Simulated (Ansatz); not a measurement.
A structure relaxed at PBE-D4/def2-SVP in Ansatz, charge 0, singlet:

```xyz
64

Al   -0.642    4.902    1.112
P    -1.029    4.251   -1.208
P     0.993    3.356    1.811
Al    2.105    2.210   -0.007
Al    4.181    1.572    3.314
P     3.783    0.884    1.006
Al   -1.370    1.903   -1.590
P    -1.673    1.504   -3.941
P     0.418    0.687   -0.789
Al    1.486   -0.428   -2.631
Al    3.549   -1.492    0.663
P     3.147   -1.828   -1.692
Al   -1.986   -0.828   -4.588
P    -0.244   -1.917   -3.435
Al    2.839   -4.150   -2.378
P    -2.699    4.012    2.042
Al    0.288    1.991    3.685
P     2.143    0.654    4.265
Al   -3.284    1.653    1.876
P    -3.391    1.305   -0.513
P    -1.300    0.550    2.550
Al   -0.249   -0.842    0.905
Al    1.551   -1.714    4.134
P     1.518   -2.083    1.736
Al   -3.915   -1.036   -0.799
P    -3.941   -1.280   -3.223
P    -1.938   -2.171   -0.157
Al   -1.025   -3.608   -1.885
Al    0.917   -4.415    1.446
P     0.904   -4.628   -0.989
H    -0.500    6.481    1.272
H     0.094    4.663   -1.990
H    -2.057    5.027   -1.832
H     2.000    4.211    2.370
H     2.483    3.257   -1.165
H     4.085    3.184    3.362
H     5.466    0.805    3.888
H     4.959    1.271    0.282
H    -0.526    2.016   -4.623
H    -2.682    2.364   -4.481
H     1.868    0.635   -3.773
H     4.847   -2.281    1.150
H     4.336   -1.385   -2.360
H    -2.251   -0.981   -6.152
H     0.385   -2.674   -4.478
H     2.367   -4.139   -3.923
H     4.099   -5.020   -1.906
H    -3.813    4.820    1.646
H    -2.669    4.345    3.433
H    -0.482    2.903    4.759
H     2.238    0.949    5.667
H    -4.674    1.355    2.598
H    -4.469    2.087   -1.045
H    -1.740   -0.352    3.573
H     2.727   -2.572    4.806
H     0.026   -1.817    4.659
H    -5.327   -1.426   -0.168
H    -5.089   -0.621   -3.767
H    -4.306   -2.633   -3.509
H    -2.381   -3.085    0.854
H    -2.209   -4.457   -2.562
H     2.073   -5.358    2.034
H    -0.622   -4.579    1.911
H     0.606   -6.007   -1.253
```

**Question.** Give its formula and point group.

**Answer.** Al15P15H34, a nanocrystal cut from wurtzite AlP (hydrogen-capped). Point group Cs (tolerance 0.1 Å).

**Question.** Summarise the bond lengths by kind (pairs closer than 1.2 times the sum of covalent radii, bridged metal pairs left out).

**Answer.** 43 × Al–P 2.31 to 2.44 Å; 17 × H–P 1.43 to 1.44 Å; 17 × Al–H 1.59 to 1.62 Å.

Single mean-field runs in def2-SVP are fitted with def2-universal-jkfit.
